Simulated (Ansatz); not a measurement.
Ansatz results at the PBE0-D4/def2-TZVP geometry: HOMO–LUMO gap (PBE0/def2-TZVPP) 6.51 eV; size of the dipole moment (B3LYP/def2-TZVPP) 3.24 D; HOMO energy (ωB97M-V/def2-TZVPP) -8.59 eV.

Each molecule was computed in one conformer, which needn't be the lowest.

Question: Which molecule gave them?
A. `CC[O][Hf]([Cl])([N](C)C)[N](C)C`
B. `C[N](C)[Hf]([OH])([F])[CH2]C(C)(C)C`
C. `C[NH][Hf]([NH]C)([NH]C)[NH]C`
D. `[F][Hf]([Cl])([Cl])[Cl]`

Answer: A. The others give `C[N](C)[Hf]([OH])([F])[CH2]C(C)(C)C`: 6.50, 2.07, -8.79; `C[NH][Hf]([NH]C)([NH]C)[NH]C`: 6.35, 0.37, -8.39; `[F][Hf]([Cl])([Cl])[Cl]`: 7.83, 0.12, -11.90.

B3LYP here is the variant with VWN-RPA as its local correlation; programs differ in this.
